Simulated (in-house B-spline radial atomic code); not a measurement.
**Ionising Ce42+ with different functionals**

Computed with a B-spline radial code for spherical atoms: four-component Dirac-Coulomb Hamiltonian, Fermi nucleus of rms radius 4.8771 fm, spin-restricted, spherical fractional occupations for the functionals. The ionisation energy is the difference of two self-consistent energies, [Ne] 3s2 3p4 → [Ne] 3s2 3p3, without Breit or QED terms; ε is the level of the shell that loses the electron (mean over j). The electron is taken from both j subshells in proportion to 2j + 1, so the result is a j average, not the step between ground levels.

```
           method  rung  ΔSCF (eV)  -ε(3p) (eV)
 relativistic LDA   LDA     3311.7       3264.8
LDA exchange-only   LDA     3312.2       3265.3
           PBEsol   GGA     3315.5       3268.7
             OLYP   GGA     3319.1       3272.5
```

Task: How do they compare with the NIST value?

Result: NIST lists 3274 eV ± 4 (tabulated theory, ground level to ground level). Errors run from +37.7 to +45.1 eV. The correlated functionals all miss on the same side by more than they spread, so the cause is common to them (Breit-QED terms, spin polarisation, the choice among j levels, multiplet and fine-structure energies, or a listed next ion that isn't the cheapest removal here) and closeness doesn't rank the functionals.
